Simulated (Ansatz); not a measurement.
`C[CH2][Al]([CH3])[OH]` + H₂ → `[CH3][AlH][OH]` + ethane at 298.15 K and 1 bar (hydrogenolysis of the Al–C bond).

Computed with Ansatz on PBE0-D4/def2-TZVP structures; ΔE is electronic, products minus reactants. CCSD(T)/CBS adds triple-zeta CCSD(T) − MP2 to the extrapolated MP2 energy (def2 sets, frozen cores). This one scheme is used for every species. Each species was taken in one conformer, which may not be the lowest.

| species | CCSD(T)/CBS energy (Eh) | H − E (kJ/mol) | S (J/(mol·K)) |
| --- | --- | --- | --- |
| `C[CH2][Al]([CH3])[OH]` | -436.84170 | 324.4 | 390.1 |
| H₂ | -1.17544 | 35.1 | 130.4 |
| `[CH3][AlH][OH]` | -358.31021 | 163.6 | 305.3 |
| `CC` | -79.71954 | 207.7 | 227.7 |

H − E and S are ideal-gas, rigid-rotor, harmonic terms from PBE0-D4/def2-TZVP, for one conformer and one mirror image of each species. For small species the MP2-based limit differs from directly extrapolated CCSD(T) by up to some mEh (0.8 for H₂); such offsets cancel only in part. 1 Eh = 2625.50 kJ/mol, R = 8.31446 J/(mol·K).

Task: By hand: ΔE, ΔH, ΔS and ΔG.

Result: ΔE = (-358.31021) + (-79.71954) − (-436.84170) − (-1.17544) = -0.01261 Eh = -33.1 kJ/mol. Δ(H − E) = 163.6 + 207.7 − 324.4 − 35.1 = 11.8, so ΔH = -21.3 kJ/mol. ΔS = 305.3 + 227.7 − 390.1 − 130.4 = 12.5 J/(mol·K). ΔG = -21.3 − 298.15 × (12.5)/1000 = -25.0 kJ/mol.

Task: By hand: the equilibrium constant, and the temperature at which ΔG would vanish if ΔH and ΔS stayed fixed.

Result: log₁₀ K = −ΔG/(RT ln 10) = 4.4. ΔH and −TΔS have one sign here, so there is no such temperature.

The number of gas molecules stays the same, so ΔS is small and ΔH decides. A doubt of 5 kJ/mol in ΔE shifts log₁₀ K by 0.9 here. Other conformers and mirror images would add mixing entropy, several J/(mol·K) or more a flexible species. Modes under 60 cm⁻¹, often nearly free rotors, make the harmonic entropy too high. These are equilibria of isolated gas molecules and say nothing of rates. Largest T1 diagnostic: 0.011 (customary marks: 0.02 for closed shells, 0.045 for open ones).

ΔS is within the doubt of such terms, so its sign, and with it that verdict, could turn.
